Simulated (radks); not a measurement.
In4+, configuration [Kr] 4d(3/2: 4, 5/2: 5). Calculated with a radial shooting solver on a logarithmic mesh with Libxc functionals: Dirac Kohn-Sham, relativistic LDA (MacDonald-Vosko exchange, VWN5 correlation), spin-unpolarised, spherical densities, finite nucleus; Fermi nuclear charge, rms radius 4.6156 fm.

Unscreened Slater integrals over Kohn-Sham orbitals (eV). Large and small components are both included.

F0(4d5/2,4d5/2): 22.048
F2(4d5/2,4d5/2): 11.107
F4(4d5/2,4d5/2): 7.3225
F0(4d5/2,4d3/2): 22.168
F2(4d5/2,4d3/2): 11.165
G2(4d5/2,4d3/2): 11.157
G4(4d5/2,4d3/2): 7.3561
F0(4d5/2,4p3/2): 23.985
F2(4d5/2,4p3/2): 12.059
G1(4d5/2,4p3/2): 15.312
G3(4d5/2,4p3/2): 9.4218
F0(4d5/2,4p1/2): 24.289
G3(4d5/2,4p1/2): 9.3744
F0(4d3/2,4d3/2): 22.291
F2(4d3/2,4d3/2): 11.226
F0(4d3/2,4p3/2): 24.142
F2(4d3/2,4p3/2): 12.166
G1(4d3/2,4p3/2): 15.469
G3(4d3/2,4p3/2): 9.5234
F0(4d3/2,4p1/2): 24.453
G1(4d3/2,4p1/2): 15.453
F0(4p3/2,4p3/2): 26.532
F2(4p3/2,4p3/2): 13.897
F0(4p3/2,4p1/2): 26.951
G2(4p3/2,4p1/2): 14.063
F0(4p1/2,4p1/2): 27.395
